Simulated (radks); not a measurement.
Results of a calculation; reference values are marked as such.
Task: All-electron atom: the titanium ion Ti4+ in [Ar]. Code: a radial shooting solver on a logarithmic mesh with Libxc functionals. Model: non-relativistic Kohn-Sham, PBEsol, spin-polarised, spherical densities, point nucleus. Some entries of the table are withheld. Estimate them.

| orbital | occ. | eigenvalue (eV) | <r^2> (bohr^2) | <r> (bohr) |
|---|---|---|---|---|
| 1s | 2 | -4884.826 | 0.006620 | 0.07023 |
| 2s | 2 | (1) | (2) | 0.3278 |
| 2p | 6 | -498.6639 | (3) | 0.2910 |
| 3s | 2 | (4) | (5) | 0.9815 |
| 3p | 6 | (6) | 1.231 | 1.028 |

Result: 
(1) 2s eigenvalue (eV): -585.9043
(2) 2s <r^2> (bohr^2): 0.1270
(3) 2p <r^2> (bohr^2): 0.1044
(4) 3s eigenvalue (eV): -112.8602
(5) 3s <r^2> (bohr^2): 1.104
(6) 3p eigenvalue (eV): -89.2315
